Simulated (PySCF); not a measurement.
# Magnetisability: `[SiH3]N[SiH2]S`, H₇NSSi₂

Cartesian coordinates in Å; atom numbers follow the order of the lines, from 1:
```xyz
11

Si   -1.587    0.763    0.541
N    -0.336   -0.434    0.749
Si    0.926   -0.894   -0.347
S     2.893   -0.300    0.285
H    -1.528    1.218   -0.878
H    -1.398    1.946    1.439
H    -2.938    0.191    0.833
H    -0.278   -0.857    1.673
H     0.573   -0.287   -1.661
H     1.061   -2.375   -0.450
H     2.619    1.023    0.280
```

Computed with GIAO B3LYP/pcSseg-1 magnetisability, rotational g tensor and spin-rotation constants, non-relativistic, gas phase (PySCF). Geometry: PBE0-D3(BJ)/def2-SVP.

Question: How diamagnetic is it, and how anisotropic?

Answer: Isotropic -1085 × 10⁻³⁰ J/T², or -65.3 × 10⁻⁶ cm³/mol; principal values -1165, -1098, -992 × 10⁻³⁰ J/T², anisotropy 151 × 10⁻³⁰ J/T² (root of half the summed squared differences of the principal values). The susceptibility is in cgs units.

Question: Split it along the inertial axes a, b, c into diamagnetic and paramagnetic parts about the centre of mass, with the quadrupole moment.

Answer: 
| axis | χ (10⁻⁶ cm³/mol) | diamagnetic (10⁻⁶ cm³/mol) | paramagnetic (10⁻⁶ cm³/mol) | summed x² of all electrons (Å²) | quadrupole Θ (D Å) |
| --- | --- | --- | --- | --- | --- |
| a | -69.8 | -247.9 | 178.1 | 209.1 | -6.89 |
| b | -66.2 | -979.3 | 913.1 | 36.7 | +2.48 |
| c | -60.0 | -1043.2 | 983.2 | 21.7 | +4.41 |

Anisotropies 2χaa − χbb − χcc = -13.3 and 2χbb − χaa − χcc = -2.6 × 10⁻⁶ cm³/mol. Θ is traceless in Buckingham's convention.

Question: And the rotational g tensor?

Answer: 
| axis | rotational constant (GHz) | g | nuclear part | electronic part |
| --- | --- | --- | --- | --- |
| a | 8.9151 | -0.0693 | 0.6766 | -0.7460 |
| b | 1.3276 | -0.0160 | 0.5535 | -0.5695 |
| c | 1.2398 | -0.0192 | 0.5534 | -0.5726 |

Asymmetric top; isotopes 1H, 14N, 32S, 28Si; no vibrational averaging.
